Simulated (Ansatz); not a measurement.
(CuH)2 ring (Cu₂H₂). Charge 0, multiplicity 1. Geometry r2SCAN-D4/def2-TZVP.

Cartesian coordinates in Å:
```
Cu -1.021 0.335 -0.037
H -0.409 -1.170 0.605
Cu 1.021 -0.335 0.037
H 0.409 1.170 -0.605
```

The 6-31G sets use Cartesian d functions.

Q: Estimate the orbital energies around the gap (eV) in Ansatz with HF/6-31G, PBE-D4/def2-SVP, PBE-D4/def2-TZVPD, PBE0-D4/def2-TZVPD, ωB97M-V/def2-TZVP.

A: 
| orbital | HF/6-31G | PBE-D4/def2-SVP | PBE-D4/def2-TZVPD | PBE0-D4/def2-TZVPD | ωB97M-V/def2-TZVP |
| --- | --- | --- | --- | --- | --- |
| HOMO−9 | -12.14 | -5.77 | -6.86 | -8.70 | -11.29 |
| HOMO−8 | -12.10 | -5.53 | -6.70 | -8.61 | -11.22 |
| HOMO−7 | -11.61 | -4.92 | -6.07 | -8.00 | -10.58 |
| HOMO−6 | -11.49 | -4.84 | -5.99 | -7.72 | -10.29 |
| HOMO−5 | -11.16 | -4.68 | -5.84 | -7.70 | -10.25 |
| HOMO−4 | -10.98 | -4.61 | -5.78 | -7.67 | -10.15 |
| HOMO−3 | -10.83 | -4.47 | -5.59 | -7.45 | -10.01 |
| HOMO−2 | -10.50 | -4.44 | -5.57 | -7.44 | -9.98 |
| HOMO−1 | -10.47 | -4.43 | -5.52 | -7.30 | -9.82 |
| HOMO | -7.74 | -3.47 | -4.44 | -5.57 | -7.73 |
| LUMO | 0.78 | -2.78 | -3.35 | -2.25 | -0.58 |
| LUMO+1 | 1.69 | -0.86 | -1.65 | -0.74 | 0.73 |
| LUMO+2 | 1.78 | 0.59 | -1.45 | -0.68 | 3.20 |
| LUMO+3 | 3.37 | 1.65 | 0.45 | 1.07 | 3.76 |
| LUMO+4 | 3.50 | 2.22 | 0.67 | 1.26 | 3.84 |
| LUMO+5 | 4.82 | 3.51 | 1.18 | 1.56 | 4.08 |
